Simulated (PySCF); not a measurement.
(SiH3)2PPF2, F₂H₆P₂Si₂.
Bonds: F1–P2, P2–F3, P2–P4, P4–Si5, P4–Si6. Hydrogens: H7, H8, H9 on Si5; H10, H11, H12 on Si6.

Torsions of this conformer, `[F:1][P:2]([F:3])[P:4]([SiH3:5])[SiH3:6]`: F1–P2–P4–Si5 -143°.

The closed-shell ground state was solved at several levels (PySCF, density fitting, gas phase, non-relativistic). Geometry: PBE0-D3(BJ)/def2-SVP, one conformer, isolated molecule.

```tsv
level	basis functions	total energy (Eh)	HOMO (eV)	LUMO (eV)	gap (eV)	dipole (D)
PBE0/cc-pVDZ	130	-1464.3444	-7.15	-0.83	6.32	1.92
PBE0/pcSseg-2	328	-1464.5137	-7.30	-1.19	6.11	2.12
PBE0/aug-cc-pVDZ	208	-1464.3786	-7.28	-1.18	6.10	2.02
PBE0/cc-pVTZ	280	-1464.4881	-7.22	-1.07	6.15	1.82
PBE0/IGLO-III	306	-1464.4891	-7.26	-1.15	6.11	1.94
```

Q: Estimate the row for PBE0/pcSseg-0, a basis of 82 functions; the other rows only guide the guess.

A: Total energy -1462.3382 Eh, HOMO -7.43 eV, LUMO -0.98 eV, gap 6.45 eV, dipole 3.09 D.

Q: How much does the basis alone move the frontier levels among the 6 PBE0 rows (the withheld one included)?

A: The HOMO by 0.28 eV and the LUMO by 0.36 eV. By rising basis size (HOMO, LUMO in eV): pcSseg-0 -7.43, -0.98; cc-pVDZ -7.15, -0.83; aug-cc-pVDZ -7.28, -1.18; cc-pVTZ -7.22, -1.07; IGLO-III -7.26, -1.15; pcSseg-2 -7.30, -1.19.

Q: How far do the dipole and the HOMO energy spread over the levels?

A: The dipole runs from 1.82 to 3.09 D (mean 2.15 D) and the HOMO from -7.43 to -7.15 eV.
